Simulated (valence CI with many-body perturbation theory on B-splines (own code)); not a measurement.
Level structure of Ba VII

Computed by configuration interaction combined with many-body perturbation theory (CI+MBPT): four valence electrons over a frozen Dirac-Fock core [Kr] 4d10, radial functions for each j: 8 s, 8 p, 9 d, 9 f, 6 g, 3 h, 2 i, with the one-electron correlation potential Σ1, the two-electron term Σ2, the three-electron term Σ3, Breit, model QED; selected CI, second order for the rest, scaled by the run's own slope (own B-spline code, finite nucleus).

Against 25 measured levels this calculation errs by 308 cm⁻¹ on average and by 741 at most. These come from a selection out of Sansonetti and Curry, J. Phys. Chem. Ref. Data 39, 043103 (2010). Levels without a partner in it may be off by more, other configurations by several thousand cm⁻¹. 1 measured level below the end of the list, from 223820 cm⁻¹ on, found no clear computed partner.

Levels 1 to 45 of 73, with energies above the lowest level, 5s²5p² ³P_0. "Leading %" is the weight of the configuration and term that name the level; weights of strongly mixed levels are sums over their largest components and can fall short. Lifetimes count E1, E2, E3, M1 and M2 decay at the calculated energies, and are blank where another channel may lead or the interval is too uncertain; long ones can be off by a factor of two.

| No. | Configuration | Term | J | E (cm⁻¹) | Leading % | Lifetime | Second component |
| --- | --- | --- | --- | --- | --- | --- | --- |
| 1 | 5s²5p² | ³P | 0 | 0.0 | 85 |  | 13 % 5s²5p² ¹S |
| 2 | 5s²5p² | ³P | 1 | 15486 | 97 | 17.2 ms |  |
| 3 | 5s²5p² | ³P | 2 | 21507 | 57 | 449 ms | 40 % 5s²5p² ¹D |
| 4 | 5s²5p² | ¹D | 2 | 42526 | 56 | 4.89 ms | 40 % 5s²5p² ³P |
| 5 | 5s²5p² | ¹S | 0 | 61171 | 83 | 1.40 ms | 13 % 5s²5p² ³P |
| 6 | 5s5p³ | ⁵S° | 2 | 121810 | 88 | 13.7 ns | 9 % 5s5p³ ³P° |
| 7 | 5s5p³ | ³D° | 1 | 148400 | 72 | 703 ps | 14 % 5s5p³ ³P° |
| 8 | 4f5s²5p | ³G | 3 | 148930 | 56 | 199 μs | 36 % 4f5s²5p ¹F |
| 9 | 5s5p³ | ³D° | 2 | 150440 | 70 | 1.30 ns | 14 % 5s5p³ ³P° |
| 10 | 4f5s²5p | ³F | 3 | 152490 | 46 | 7.59 μs | 27 % 4f5s²5p ³D |
| 11 | 4f5s²5p | ³F | 2 | 153800 | 75 | 25.4 μs | 13 % 4f5s²5p ³D |
| 12 | 4f5s²5p | ³G | 4 | 154060 | 46 | 351 μs | 40 % 4f5s²5p ³F |
| 13 | 5s5p³ | ³D° | 3 | 156620 | 90 | 1.67 ns | 7 % 5s²5p5d ³D° |
| 14 | 4f5s²5p | ³G | 3 | 168720 | 34 | 8.75 μs | 34 % 4f5s²5p ¹F |
| 15 | 4f5s²5p | ³F | 4 | 170980 | 53 | 7.33 μs | 44 % 4f5s²5p ³G |
| 16 | 5s5p³ | ³P° | 0 | 172340 | 92 | 483 ps | 6 % 5s²5p5d ³P° |
| 17 | 4f5s²5p | ³G | 5 | 173450 | 97 |  |  |
| 18 | 5s5p³ | ³P° | 1 | 174390 | 72 | 360 ps | 14 % 5s5p³ ³D° |
| 19 | 4f5s²5p | ³D | 3 | 175340 | 68 | 2.42 μs | 19 % 4f5s²5p ³F |
| 20 | 5s5p³ | ³P° | 2 | 175380 | 37 | 456 ps | 27 % 5s5p³ ¹D° |
| 21 | 4f5s²5p | ³D | 2 | 176460 | 72 | 5.32 μs | 19 % 4f5s²5p ³F |
| 22 | 4f5s²5p | ³D | 1 | 179100 | 97 | 9.14 μs |  |
| 23 | 4f5s²5p | ¹G | 4 | 183280 | 85 | 13.9 μs | 7 % 4f5s²5p ³G |
| 24 | 4f5s²5p | ¹D | 2 | 187380 | 80 | 6.23 μs | 12 % 4f5s²5p ³D |
| 25 | 5s5p³ | ¹D° | 2 | 192250 | 33 | 568 ps | 30 % 5s5p³ ³P° |
| 26 | 5s5p³ | ³S° | 1 | 196960 | 60 | 51.8 ps | 28 % 5s5p³ ¹P° |
| 27 | 5s²5p5d | ³F° | 2 | 206800 | 83 | 376 ps | 8 % 5s5p³ ¹D° |
| 28 | 5s²5p5d | ³F° | 3 | 213840 | 85 | 349 ps | 5 % 5s²5p5d ³D° |
| 29 | 5s5p³ | ¹P° | 1 | 220030 | 48 | 65.5 ps | 26 % 5s5p³ ³S° |
| 30 | 5s²5p5d | ³P° | 2 | 224310 | 43 | 42.2 ps | 21 % 5s²5p5d ³D° |
| 31 | 5s²5p5d | ³D° | 1 | 226700 | 60 | 30.3 ps | 16 % 5s²5p5d ³P° |
| 32 | 5s²5p5d | ³F° | 4 | 228540 | 95 | 10.0 ns |  |
| 33 | 5s²5p5d | ³D° | 2 | 238900 | 36 | 35.6 ps | 35 % 5s²5p5d ¹D° |
| 34 | 5s²5p5d | ³D° | 3 | 241890 | 71 | 33.9 ps | 8 % 5s²5p5d ³F° |
| 35 | 5s²5p5d | ³P° | 0 | 243000 | 89 | 43.5 ps | 5 % 5s5p³ ³P° |
| 36 | 5s²5p5d | ³P° | 1 | 244320 | 65 | 39.6 ps | 19 % 5s²5p5d ³D° |
| 37 | 5s²5p5d | ³P° | 2 | 246490 | 44 | 41.4 ps | 25 % 5s²5p5d ³D° |
| 38 | 4f5s5p² | ⁵G° | 2 | 255620 | 83 | 3.91 ns | 6 % 4f5s5p² ⁵F° |
| 39 | 4f5s5p² | ⁵G° | 3 | 257380 | 60 | 335 ps | 13 % 4f5s5p² ⁵F° |
| 40 | 5s²5p5d | ¹F° | 3 | 258920 | 74 | 30.8 ps | 8 % 5s²5p5d ³D° |
| 41 | 4f5s5p² | ⁵D° | 4 | 259410 | 39 | 9.86 ns | 31 % 4f5s5p² ⁵G° |
| 42 | 5s²5p5d | ¹P° | 1 | 265140 | 74 | 41.8 ps | 8 % 5s5p³ ¹P° |
| 43 | 4f5s5p² | ⁵G° | 4 | 266970 | 56 | 48.7 ns | 40 % 4f5s5p² ⁵D° |
| 44 | 4f5s5p² | ⁵D° | 3 | 268030 | 45 | 761 ps | 23 % 4f5s5p² ⁵G° |
| 45 | 4f5s5p² | ³G° | 3 | 268870 | 48 | 1.04 ns | 17 % 4f5s5p² ³D° |

Names give the largest LS component (configuration and term), which can be under half, so a name can repeat, a term be missing and a line seem to break the LS rules; names also repeat where a configuration has a term twice.

Where two levels of one J and parity lie close, their mixing, g and order are uncertain.

The ionisation energy to 5s²5p ²P°1/2 of the next ion comes out as 87.488 eV (NIST: 86 ± 2 eV (theoretical)). All 73 levels together are meant to be complete up to 303520 cm⁻¹.
